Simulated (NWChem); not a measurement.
Species: GeClF$_{3}$; SMILES [F][Ge]([F])([F])[Cl]

Results from NWChem. All runs use the structure optimised with PBE0/def2-SVP. Level SCAN/def2-SVP: energy and gradient on several grids; changes count from the extra-fine grid, which is no exact limit either.

```json
[
 {"grid": "xcoarse", "size of the energy change (μHa)": "1000", "largest change of a gradient component (μHa/bohr)": "8000"},
 {"grid": "coarse", "size of the energy change (μHa)": "2000", "largest change of a gradient component (μHa/bohr)": "1000"},
 {"grid": "medium", "size of the energy change (μHa)": "7000", "largest change of a gradient component (μHa/bohr)": "200"},
 {"grid": "fine", "size of the energy change (μHa)": "1000", "largest change of a gradient component (μHa/bohr)": "50"},
 {"grid": "xfine", "size of the energy change (μHa)": "< 10", "largest change of a gradient component (μHa/bohr)": "< 30"}
]
```
